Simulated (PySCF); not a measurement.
Delta-SCF ions had no search for a lower state. 

Z-matrix (Å, degrees):
```
Si
O 1 1.5603
H 1 1.5246 2 116.23
H 1 1.5246 3 101.52 2 -127.10
C 1 1.9068 3 102.10 4 -105.22
H 5 1.0934 1 110.62 3 -67.77
H 5 1.0934 6 107.77 1 121.03
H 5 1.0953 6 108.30 7 116.96
```
Charge -1, spin multiplicity 1.

Q: Estimate the vertical detachment energy (Delta-SCF), HOMO and total energy that CAM-B3LYP-D3(BJ)/def2-TZVPD (PySCF) returns for this input.

A: 
| Property | Value |
|---|---|
| vertical detachment energy (Delta-SCF) | 3.49 eV |
| HOMO | -2.71 eV |
| total energy | -11045.82 eV |
